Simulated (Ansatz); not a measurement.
`B[SiH](F)OC` + `B1CCN1` → `BC1BNC1` + `CO[SiH2]F`  (formal exchange of groups at a B–Si bond)

Program: Ansatz. Geometries: PBE0-D4/def2-TZVP. ΔE: electronic, gas phase. CCSD(T)/CBS is the MP2 limit (def2-TZVPP, def2-QZVPP) plus CCSD(T) − MP2 in def2-TZVPP, frozen cores. Functionals use def2-TZVPP. One conformer a species, not always the lowest.

| species | r2SCANh-D4 energy (Eh) |
| --- | --- |
| `B[SiH](F)OC` | -531.13253 |
| `B1CCN1` | -159.38271 |
| `BC1BNC1` | -184.80848 |
| `CO[SiH2]F` | -505.73215 |

(1) Work out ΔE.

(2) What do rigid-rotor, harmonic-oscillator terms from PBE0-D4/def2-TZVP frequencies (298.15 K, 1 bar) make of the CCSD(T)/CBS value? (Best estimate.)

Largest T1 diagnostic among the species: 0.014.

Answers

(1) ΔE = (-184.80848) + (-505.73215) − (-531.13253) − (-159.38271) = -0.02539 Eh = -15.9 kcal/mol. CCSD(T)/CBS gives -15.0 kcal/mol.

(2) Ansatz gave: ΔZPE = -0.4 kcal/mol, ΔH = -15.8 kcal/mol, ΔS = -15 J/(mol·K), ΔG = -14.7 kcal/mol.

Leaving LDA and LC-ωPBE aside and taking each functional with its dispersion term where it has one, the values, not all of them listed here, spread over 2.0 kcal/mol, from r2SCAN-D4 to ωB97X-V. LDA lies −3.0 kcal/mol from PBE without D4. In def2-TZVPP, CCSD(T) changes the Hartree–Fock value by −2.8 kcal/mol (the triples alone add −0.8 kcal/mol) and MP2 by −4.9 kcal/mol.
